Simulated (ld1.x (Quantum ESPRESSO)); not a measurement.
How hard is this C (Z = 6) RRKJ potential?

ld1.x (Quantum ESPRESSO) 7.5 input, shortened:

```
&input
   title='C', zed=6., rel=1, dft='PBE', iswitch=3,
   config='[He] 2s2 2p1.5 3d-2'
 /
 &inputp
   pseudotype=2, tm=.false., rho0=0.01, lloc=0,
   nlcc=.false.
 /
3
2P  2  1   1.50   0.00  2.05  2.05  0.0
3D  3  2  -2.00   0.05  2.05  2.05  0.0
2S  1  0   2.00   0.00  1.00  1.00  0.0
 &test
   configts(1)='2s2 2p1.5'
 /
```

The pseudo-atom Hamiltonian at the reference potential is diagonalised in spherical Bessel functions j_l(qr) that vanish at 20 bohr, with q² up to the cutoff. All-electron valence levels (Ry): 2p -0.7880, 2s -1.4241.

Problem. How do the lowest levels (Ry) of each channel move with the cutoff, and are there ghosts?

Solution.

```
cutoff (Ry)     p #1     d #1    d #2     s #1    f #1    f #2  Σ f·Δε (mRy)
          8  -0.5455  -0.0185  0.0627  -1.3042  0.0411  0.1620         603.6
         12  -0.6649  -0.0185  0.0626  -1.3308  0.0411  0.1620         371.2
         18  -0.7584  -0.0185  0.0625  -1.3761  0.0411  0.1620         140.4
         21  -0.7750  -0.0185  0.0625  -1.3909  0.0411  0.1620          86.0
         30  -0.7877  -0.0185  0.0625  -1.4138  0.0411  0.1620          21.1
         40  -0.7879  -0.0185  0.0625  -1.4216  0.0411  0.1620           5.0
         50  -0.7880  -0.0185  0.0625  -1.4222  0.0411  0.1620           3.9
         60  -0.7880  -0.0185  0.0625  -1.4223  0.0411  0.1620           3.7
         70  -0.7880  -0.0185  0.0625  -1.4227  0.0411  0.1620           2.8
         90  -0.7880  -0.0185  0.0625  -1.4237  0.0411  0.1620           1.0
        110  -0.7880  -0.0185  0.0625  -1.4240  0.0411  0.1620           0.2
        400  -0.7880  -0.0185  0.0625  -1.4241  0.0411  0.1620           0.0
```

Result: no extra level below or beside the all-electron valence levels (p, d, s, f tested); 10 mRy is reached at 35 Ry and 1 mRy at 90 Ry.

Its largest configuration-test error is +657 meV.
